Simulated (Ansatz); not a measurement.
Geometry optimisation, RKS PBE-D4/def2-SVP in Ansatz 0.2.0.

The input (input.yaml):

```yaml
crystal:
  periodic: [false, false, false]
  atoms:
    - { symbol: Ge, position_ang: [0.0, 0.0, 0.0] }
    - { symbol: H, position_ang: [0.0, 0.0, 1.9] }
    - { symbol: H, position_ang: [1.4616, 0.0, -0.5162] }
    - { symbol: H, position_ang: [-0.73, 1.2648, -0.5162] }
    - { symbol: H, position_ang: [-0.73, -1.2648, -0.5162] }
    - { symbol: S, position_ang: [-2.4199, 0.0, 0.8041] }
    - { symbol: H, position_ang: [-3.1755, -0.8728, 0.0121] }
    - { symbol: H, position_ang: [-0.9767, 0.0, 1.9513] }
basis:
  gaussian: { orbitals: def2-SVP }
hamiltonian:
  xc: pbe
  dispersion: d4
relax:
  f_tol: 0.15
  max_steps: 25
  restrain:
    - { distance: [0, 5], at: 3.45, k: 30.0 }
    - { distance: [7, 1], at: 1.86, k: 30.0 }
    - { distance: [0, 1], at: 1.55, k: 30.0 }
    - { distance: [7, 5], at: 1.4, k: 30.0 }
```

Launched with:

```bash
$ ansatz run input.yaml --threads 1 --pin off --max-ram 2048MiB --backend cpu --events-out ev --progress --plain --runs-dir out
```

**Question.** Where does it end, and by what steps?

**Answer.** The run converged. The restraints hold the end off the free minimum. After 6 steps the energy has fallen by 3.462 eV (the restraints' own energy left out); H8 moved furthest, 0.81 Å. Parted: Ge1–S6 (2.55 → 3.46 Å). Joined: S6–H8 (1.84 → 1.39 Å).

```csv
step,energy less start (eV),largest force component (eV/Å),accepted
0,0.0000,2.094,yes
1,-0.4800,2.431,yes
2,-1.3020,4.303,yes
3,-2.4070,3.589,yes
4,-3.2454,1.402,yes
5,-3.4240,0.668,yes
6,-3.4621,0.624,yes
```

```xyz
8
Properties=species:S:1:pos:R:3
Ge 0.223 0.049 -0.068
H 0.104 -0.015 1.478
H 1.721 -0.064 -0.474
H -0.364 1.370 -0.602
H -0.536 -1.163 -0.660
S -2.987 0.136 1.222
H -2.996 -1.016 0.486
H -1.736 -0.170 1.736
```

The run took 25 s on 1 thread of Arm Neoverse N1, on a shared host, peak memory 0.11 GiB.
